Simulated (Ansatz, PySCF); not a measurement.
Ways to break one bond of O[Si](O)(O)O:

A. O[Si](O)(O)O → [OH] (HO) + O[Si](O)O
B. O[Si](O)(O)O -> [O][Si](O)(O)O + H atom

Quantity: bond dissociation energy (enthalpy at 298 K, with B3LYP-D3(BJ) rigid-rotor harmonic-oscillator terms), kcal/mol. Geometries: B3LYP-D3(BJ)/def2-TZVP minima from Ansatz (a first-principles code), one conformer each, not searched for the lowest. Frequencies are from Ansatz or PySCF. Valence correlation only, unless marked. UHF or UKS for open shells. Spin-orbit coupling is left out. No relativistic terms. CBS(X,Y): correlation extrapolated as X^-3; Hartree-Fock from the larger set. [CCSD(T)-MP2]/basis is that difference in the basis named.

|  | RI-HF/cc-pV(Q+d)Z (Ansatz) | revPBE/def2-TZVPD (Ansatz) | RPA@PBE/cc-pV(Q+d)Z (Ansatz) | RI-MP2/CBS(cc-pV(T+d)Z,cc-pV(Q+d)Z)+[CCSD(T)-MP2]/cc-pV(T+d)Z (Ansatz) |
|---|---|---|---|---|
| A | 105.1 | 121.2 | 128.9 | 138.8 |
| B | 84.6 | 110.7 | 117.3 | 122.6 |
